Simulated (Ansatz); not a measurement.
Ansatz (a program for electronic structure) input:

Ansatz 0.2 input:
```yaml
crystal:
  periodic: [false, false, false]
  atoms:
    - {symbol: Ca, position_ang: [-0.00000000, -0.00000000, -0.52111138]}
    - {symbol: O, position_ang: [0.00000000, 0.00000000, 1.30277845]}
basis:
  gaussian:
    orbitals: def2-TZVP
hamiltonian:
  xc: {name: PBE0}
```

Q: What final total energy does it print?

A: -752.54664 Eh (PBE0/def2-TZVP). The basis has 67 functions.
